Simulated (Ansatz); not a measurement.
Stepwise reaction of `C[SiH2][SiH2]Cl` with water, as a gas-phase model of exchange steps in deposition or etching. ΔE in kJ/mol.

Program: Ansatz. Geometries: PBE0-D4/def2-TZVP. ΔE: electronic, gas phase. CCSD(T)/CBS is the MP2 limit (def2-TZVPP, def2-QZVPP) plus CCSD(T) − MP2 in def2-TZVPP, frozen cores. This one scheme is used for every species. DFT in def2-TZVPP. B3LYP here is the variant with VWN-RPA as its local correlation; programs differ in this. Each species was taken in one conformer, which may not be the lowest.

```tsv
step	reaction	PBE-D4	B3LYP-D4	ωB97M-V	CCSD(T)/CBS
1	`C[SiH2][SiH2]Cl` + H₂O → `C[SiH2][SiH](O)Cl` + H₂	-75.2	-81.5	-80.9	-77.2
2	`C[SiH2][SiH](O)Cl` + H₂O → `C[Si@@H](O)[Si@H](O)Cl` + H₂	-58.5	-64.6	-63.8	-61.0
```

Q: By hand: ΔE of the 2 steps together at CCSD(T)/CBS.

A: (-77.2) + (-61.0) = -138.2 kJ/mol, or -69.1 kJ/mol a step.

In ΔE each step is higher than the one before. All are downhill at CCSD(T)/CBS. PBE-D4 differs from CCSD(T)/CBS by 2.0 to 2.5 kJ/mol a step. Isolated molecules leave out the surface, adducts and barriers. Largest T1 diagnostic: 0.011.
